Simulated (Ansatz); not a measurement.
Basis-set extrapolation for CH$_{7}$NSi$_{2}$, SMILES `C1N[SiH2][SiH2]1` (PBE0-D4/def2-TZVP geometry, frozen core, Ansatz). Multiplicity 1, RHF reference.

```tsv
	def2-TZVPP	def2-QZVPP
HF	-674.302574	-674.325173
MP2 correlation	-0.625419	-0.669456
CCSD(T) correlation	-0.702939	not run
```

Energies in hartree. Use E(X) = E(∞) + A·exp(−7.88·√X) for Hartree–Fock and E(X) = E(∞) + B·X^(−2.97) for correlation, with X = 3 and 4, and add CCSD(T) minus MP2 of the smaller set to the MP2 limit.

Q: What is the CCSD(T) energy at the basis-set limit?

A: HF limit: -674.325173 + (-0.022599) × 0.13774 = -674.32829. MP2 limit: -0.669456 + (-0.044037) × 0.74074 = -0.70208. Higher-order term: -0.702939 − (-0.625419) = -0.07752. Total: -675.10789 hartree, 268.8 kJ/mol below CCSD(T)/def2-TZVPP.
